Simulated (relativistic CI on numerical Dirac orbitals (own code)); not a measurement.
Computed by Dirac-Coulomb-Breit CI, KLI orbitals optimised for each configuration, model QED (radiative potential, 1s self-energy scaled to tabulated hydrogen-like ionisation energies), unscaled Slater integrals (own radial code, finite nucleus).

The strongest absorption lines from the ground level of an ion, among the configurations computed and to levels below about 1820 eV (vacuum wavelength in nm, gf): 0.68826 (0.12), 2.4072 (0.18), 2.4568 (1.4), 2.4763 (0.41), 2.6845 (0.44), 3.7265 (0.37), 3.7984 (1.1), 3.8926 (0.51).

(1) Which ion is it?
A. Er⁵¹⁺
B. Nd⁴¹⁺
C. Gd⁴⁵⁺
D. Er⁴⁹⁺

Answers

(1) D. Er⁴⁹⁺ has 19 electrons and the ground level 3s2 3p6 3d 2D_3/2; the strongest line goes to 3s2 3p5 3d2 2D°_3/2. The pattern of lines fixes the number of electrons, and along that sequence the line energies rise steadily with the charge (about as its square where n changes within one kind of shell, about linearly where n is kept but much faster in heavy ions where fine structure, which grows about as Z⁴, sets the gap, and irregularly where shells cross), which fixes Z. Configurations outside the model, such as inner-shell arrays, can give stronger lines. At this charge energies of transitions that change n are usually good to better than 1 %, and those within a shell (Δn = 0) to a few per cent.

LS names give the leading component of a level, which can be under half, so a name can repeat, a term be missing and a line seem to break the LS rules.
